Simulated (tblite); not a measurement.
Compound: C2H11BN2Si.
Bonds: C1–B2, B2–C3, B2–N4, N4–Si5, Si5–N6. Hydrogens: H7, H8, H9 on C1; H10, H11, H12 on C3; H13 on N4; H14, H15 on Si5; H16, H17 on N6.

Computed with GFN2-xTB (tblite), gas phase: nudged elastic band of 9 images (0 to 8), spring 0.2 eV/Å², climbing image at the end, force threshold 0.05 eV/Å. No saddle search or frequency run followed, so the top image need not be a first-order saddle, and its height can exceed the method's true barrier by a kcal/mol or more.

The band describes a rotation about Si5–N4 (SiH2 silicon, silicon-bound nitrogen), followed by the dihedral N6–Si5–N4–B2, from the optimised start (-178°) to a second optimised geometry at -60°.

Question: How does the energy change from image to image?

Answer: 
| image | dihedral (°) | E (kJ/mol) | Si5–N4 (Å) | N6···B2 (Å) | largest true force (eV/Å) |
| --- | --- | --- | --- | --- | --- |
| 0 | -178 | 0.00 | 1.739 | 4.09 | 0.01 |
| 1 | -162 | 1.42 | 1.740 | 4.07 | 0.04 |
| 2 | -147 | 4.04 | 1.741 | 4.04 | 0.04 |
| 3 | -132 | 6.75 | 1.741 | 3.99 | 0.04 |
| 4 | -117 | 8.49 | 1.742 | 3.91 | 0.04 |
| 5 | -101 | 8.85 | 1.743 | 3.82 | 0.04 |
| 6 | -87 | 7.96 | 1.743 | 3.70 | 0.04 |
| 7 | -72 | 6.33 | 1.743 | 3.57 | 0.04 |
| 8 | -60 | 4.57 | 1.742 | 3.51 | 0.01 |

Barriers of this band. The top is image 5 at -101°: 8.85 kJ/mol forward and 4.28 kJ/mol back; the end lies 4.57 kJ/mol above the start. The central bond is 0.004 Å longer at the top than at the start.

Question: What rate follows at 298 K for crossing this barrier forward?

Answer: Taking the electronic barrier for the free energy of activation (no zero-point or entropy terms, transmission 1), rate = (kT/h)·exp(−ΔE/kT) ≈ 2 × 10^11 s⁻¹, whose inverse is 6 × 10^-12 s. An error of 1 kcal/mol in the barrier changes this by a factor of 5, and the method and the loose band can each miss by that much or more. The barrier is only 3.6 kT, where transition-state theory is rough.

Question: How would the two end points share their population at 298 K, from these energies alone?

Answer: exp(−ΔE/kT) with ΔE = 0.047 eV gives 0.16 for the higher one (end) against 1 for the lower, without vibrational, rotational or degeneracy terms. GFN2-xTB can put conformers this close in the wrong order.

Question: How long is the path, and how are the images spaced?

Answer: Cartesian distances between aligned neighbours (all atoms, Å): 0.75, 0.74, 0.74, 0.75, 0.75, 0.78, 0.83, 0.89; the sum is 6.23 Å, and the top lies 60 % of the way along.

The cost below is that of the whole band run. Time: 3.4 s wall; peak memory 0.19 GiB. Hardware: one thread, Intel Xeon Platinum 8488C (x86_64), no GPU (shared host).
